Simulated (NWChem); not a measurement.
Everything below was run with NWChem. System: Cl$_{3}$Ge, charge 0, spin multiplicity 2, at a geometry optimised with UPBE0/def2-SVP. The structure started from a generated list of species. Its SCF solution wasn't tested for a lower state. Level: UMP2/def2-TZVP, 24 core orbitals frozen.

Output (cleaned and shortened):

```
             Northwest Computational Chemistry Package (NWChem) 7.3.0
             --------------------------------------------------------

                                NWChem Input Module
                                -------------------

 Scaling coordinates for geometry "geometry" by  1.889725989
 (inverse scale =  0.529177249)

 Turning off AUTOSYM since
 SYMMETRY directive was detected!

                             Geometry "geometry" -> ""
                             -------------------------

 Output coordinates in angstroms (scale by  1.889725989 to convert to a.u.)

  No.       Tag          Charge          X              Y              Z
 ---- ---------------- ---------- -------------- -------------- --------------
    1 Cl                  17.0000    -1.01133700    -0.29749000     1.75475100
    2 Ge                  32.0000    -0.00279300     0.46441700     0.00000000
    3 Cl                  17.0000    -1.01133700    -0.29749000    -1.75475100
    4 Cl                  17.0000     2.02793100    -0.27921500     0.00000000

 Effective nuclear repulsion energy (a.u.)     530.0727040043

            Nuclear Dipole moment (a.u.)
            ----------------------------
        X                 Y               Z
 ---------------- ---------------- ----------------
    -0.0000132281     0.0000548021     0.0000000000

      Symmetry information
      --------------------

 Group name             Cs
 Group number              2
 Group order               2
 No. of unique centers     3

      Symmetry unique atoms

     1    2    4


 Summary of "ao basis" -> "" (spherical)
 ------------------------------------------------------------------------------
       Tag                 Description            Shells   Functions and Types
 ---------------- ------------------------------  ------  ---------------------
 *                         def2-tzvp                  on all atoms

 Summary of "ao basis" -> "ao basis" (spherical)
 ------------------------------------------------------------------------------
       Tag                 Description            Shells   Functions and Types
 ---------------- ------------------------------  ------  ---------------------
 Cl                        def2-tzvp                13       37   5s5p2d1f
 Ge                        def2-tzvp                16       48   6s5p4d1f

                                 NWChem SCF Module
                                 -----------------

  ao basis        = "ao basis"
  functions       =   159
  atoms           =     4
  alpha electrons =    42
  beta  electrons =    41
  charge          =   0.00
  wavefunction    = UHF
  use symmetry    = T
  symmetry adapt  = T

 Summary of "ao basis" -> "ao basis" (spherical)
 ------------------------------------------------------------------------------
       Tag                 Description            Shells   Functions and Types
 ---------------- ------------------------------  ------  ---------------------
 Cl                        def2-tzvp                13       37   5s5p2d1f
 Ge                        def2-tzvp                16       48   6s5p4d1f

      Symmetry analysis of basis
      --------------------------

        a'         94
        a"         65

 Forming initial guess at       0.1s

   Symmetry analysis of molecular orbitals - initial alpha
   -------------------------------------------------------

  Numbering of irreducible representations:

     1 a'          2 a"

  Orbital symmetries:

     1 a'          2 a'          3 a"          4 a'          5 a'
     6 a'          7 a'          8 a"          9 a"         10 a'
    11 a'         12 a"         13 a'         14 a'         15 a"
    16 a'         17 a'         18 a"         19 a'         20 a"
    21 a'         22 a'         23 a"         24 a'         25 a"
    26 a'         27 a'         28 a"         29 a'         30 a'
    31 a"         32 a'         33 a'         34 a"         35 a'
    36 a'         37 a'         38 a"         39 a"         40 a'
    41 a"         42 a'         43 a'         44 a'         45 a"
    46 a'         47 a"         48 a'         49 a'         50 a"
    51 a'         52 a"

   Symmetry analysis of molecular orbitals - initial beta
[...]
  --------------------------------------

    Atom       Charge   Shell Charges
 -----------   ------   -------------------------------------------------------
    1 Cl  17    17.33   2.01  0.45  1.52  1.09  0.88  4.18  1.69  1.06  2.88  1.53  0.01  0.03  0.00
    2 Ge  32    31.00   2.00  2.00  1.16  0.80  0.87  0.37  5.98  4.42  1.58  1.08  0.34  8.94  1.08  0.14  0.17  0.07
    3 Cl  17    17.33   2.01  0.45  1.52  1.09  0.88  4.18  1.69  1.06  2.88  1.53  0.01  0.03  0.00
    4 Cl  17    17.33   2.01  0.45  1.52  1.09  0.88  4.18  1.69  1.06  2.88  1.53  0.01  0.03  0.00

  Mulliken analysis of the alpha density
  --------------------------------------

    Atom       Charge   Shell Charges
 -----------   ------   -------------------------------------------------------
    1 Cl  17     8.72   1.01  0.22  0.76  0.55  0.44  2.09  0.84  0.54  1.48  0.77  0.00  0.01  0.00
    2 Ge  32    15.84   1.00  1.00  0.59  0.39  0.52  0.26  2.99  2.21  0.78  0.66  0.24  4.46  0.54  0.07  0.09  0.03
    3 Cl  17     8.72   1.01  0.22  0.76  0.55  0.44  2.09  0.84  0.54  1.48  0.77  0.00  0.01  0.00
    4 Cl  17     8.72   1.01  0.22  0.76  0.55  0.44  2.09  0.84  0.54  1.48  0.77  0.00  0.01  0.00

   Mulliken analysis of the beta density
   -------------------------------------

    Atom       Charge   Shell Charges
 -----------   ------   -------------------------------------------------------
    1 Cl  17     8.62   1.01  0.22  0.76  0.54  0.44  2.09  0.85  0.52  1.41  0.77  0.00  0.01  0.00
    2 Ge  32    15.15   1.00  1.00  0.58  0.41  0.36  0.11  2.99  2.20  0.79  0.43  0.10  4.48  0.54  0.06  0.08  0.03
    3 Cl  17     8.62   1.01  0.22  0.76  0.54  0.44  2.09  0.85  0.52  1.41  0.77  0.00  0.01  0.00
    4 Cl  17     8.62   1.01  0.22  0.76  0.54  0.44  2.09  0.85  0.52  1.41  0.77  0.00  0.01  0.00

   Mulliken analysis of the spin density
   -------------------------------------

    Atom       Charge   Shell Charges
 -----------   ------   -------------------------------------------------------
    1 Cl  17     0.10   0.00  0.00 -0.00  0.00 -0.00  0.01 -0.00  0.03  0.07 -0.00 -0.00 -0.00  0.00
    2 Ge  32     0.69   0.00  0.00  0.01 -0.01  0.16  0.15  0.00  0.01 -0.01  0.23  0.14 -0.01  0.01  0.01  0.01  0.00
    3 Cl  17     0.10   0.00  0.00 -0.00  0.00 -0.00  0.01 -0.00  0.03  0.07 -0.00 -0.00 -0.00  0.00
    4 Cl  17     0.10   0.00  0.00 -0.00  0.00 -0.00  0.01 -0.00  0.03  0.07 -0.00 -0.00 -0.00  0.00

       Multipole analysis of the density wrt the origin
       ------------------------------------------------

     L   x y z        total         alpha         beta         nuclear
     -   - - -        -----         -----         ----         -------
     0   0 0 0     -0.000000    -42.000000    -41.000000     83.000000

     1   1 0 0     -0.003640      0.003002     -0.006629     -0.000013
     1   0 1 0      0.604281     -0.498956      1.103182      0.000055
     1   0 0 1     -0.000000     -0.000000     -0.000000      0.000000

     2   2 0 0    -42.927024   -210.279158   -206.495825    373.847959
     2   1 1 0     -0.018857     -1.005338     -1.020220      2.006700
     2   1 0 1      0.000000     -0.000000      0.000000      0.000000
     2   0 2 0    -39.790776    -43.086991    -36.829008     40.125222
     2   0 1 1      0.000000     -0.000000      0.000000      0.000000
     2   0 0 2    -42.927107   -210.284556   -206.501332    373.858781

                   NWChem MP2 Semi-direct Energy/Gradient Module
                   ---------------------------------------------

  Basis functions       =    159
  Molecular orbitals    =    159
  Frozen core           =     24
  Frozen virtuals       =      0
  Active alpha occupied =     18
  Active beta occupied  =     17
  Active alpha virtual  =    117
  Active beta virtual   =    118
  Use MO symmetry       = T
  Use skeleton AO sym   = T

  AO/Fock/Back tols     =   1.0D-09  1.0D-09  1.0D-09

 GA uses MA = F    GA memory limited = T

 Available:
  local mem=  1.26D+08
 global mem=  1.44D+08
 local disk=  0.00D+00
  mp2_memr nvloc                   117
  nvloc new                   117
   1 passes of  18:        5242880                     156831                  83175499.
   1 passes of  18: M    126142502           G      144128638           F     120899622.

 Semi-direct pass number   1 of   1  for UHF alpha       at        8.9s
  vrange nnbf                 11610
  mp2_eaftype                   317  avail_ma_in_mb                  1099
 EAF : mp2_eaftype filesize         317   41587749.
  mp2_eaf for mointskh                    317
Node 0 wrote    195.6 Mb in      0.1 s     Agg I/O rate:  3243.1 Mb/s
 Done moints_semi at       19.9s
  mp2_eaftype                   317  avail_ma_in_mb                   782
 EAF : mp2_eaftype filesize         317   41587749.
  mp2_eaf for kh                   317
 Done maket at       20.4s
 Done multipass loop at       20.4s

 GA uses MA = F    GA memory limited = T

 Available:
  local mem=  1.26D+08
 global mem=  1.44D+08
 local disk=  0.00D+00
  mp2_memr nvloc                   118
  nvloc new                   118
   1 passes of  17:        5242880                     151833                  79228099.
   1 passes of  17: M    126142502           G      144128638           F     120899622.

 Semi-direct pass number   1 of   1  for UHF beta        at       20.4s
  vrange nnbf                 11610
  mp2_eaftype                   302  avail_ma_in_mb                  1099
 EAF : mp2_eaftype filesize         302   39614049.
  mp2_eaf for mointskh                    302
Node 0 wrote    186.3 Mb in      0.1 s     Agg I/O rate:  3339.0 Mb/s
 Done moints_semi at       31.2s
  mp2_eaftype                   302  avail_ma_in_mb                   797
 EAF : mp2_eaftype filesize         302   39614049.
  mp2_eaf for kh                   302
 Done maket at       31.7s
 Done multipass loop at       31.7s

          -------------------------------------------
          SCF energy               -3454.018450214590
          Correlation energy          -0.773299478042
          Singlet pairs                0.000000000000
          Triplet pairs                0.000000000000
          Total MP2 energy         -3454.791749692632
          -------------------------------------------

          ---------------------------------------------------
                    Spin Component Scaled (SCS) MP2
          Same spin pairs                     -0.215522021272
          Same spin scaling factor             0.333333333333
          Opposite spin pairs                 -0.557777456769
          Opposite spin scaling fact.          1.200000000000
          SCS-MP2 correlation energy          -0.741173621880
          Total SCS-MP2 energy             -3454.759623836471
          ---------------------------------------------------

 -----------------------
 Performance information
 -----------------------

 Timer overhead =  9.60D-08 seconds/call

               Nr. of calls         CPU time (s)                 Wall time (s)                GFlops
             ---------------    -------------------     ------------------------------   -------------------
Name         Min   Avg   Max    Min     Avg     Max     Min     Avg     Max   Mx/calls   Min     Max     Sum
mp2: moin     2     2     2    22.     22.     22.      22.     22.     22.     11.      0.0     0.0     0.0
mp2: make     2     2     2   0.94    0.94    0.94     0.94    0.94    0.94    0.47      0.0     0.0     0.0
mp2: tota     1     1     1    23.     23.     23.      23.     23.     23.     23.      0.0     0.0     0.0

 The average no. of pstat calls per process was 5.00D+00
 with a timing overhead of 4.80D-07s

 Task  times  cpu:       31.7s     wall:       31.7s

 Total times  cpu:       31.7s     wall:       31.7s
```

Task: Write an NWChem input that would produce this output.

Result: Several could match; the one computed here: 
```
start mol
memory heap 200 mb stack 900 mb global 1100 mb
geometry units angstroms nocenter noautoz
  Cl    -1.011337    -0.297490     1.754751
  Ge    -0.002793     0.464417     0.000000
  Cl    -1.011337    -0.297490    -1.754751
  Cl     2.027931    -0.279215     0.000000
  symmetry group Cs
end
basis spherical
  * library def2-tzvp
end
scf
  uhf
  nopen 1
  maxiter 100
  thresh 1e-7
  semidirect memsize 60000000 filesize 0
  # guess.movecs holds the orbitals of an unrestricted PBE0 run
  vectors input guess.movecs output mol.movecs
end
mp2
  freeze core 24
end
task mp2 energy
```
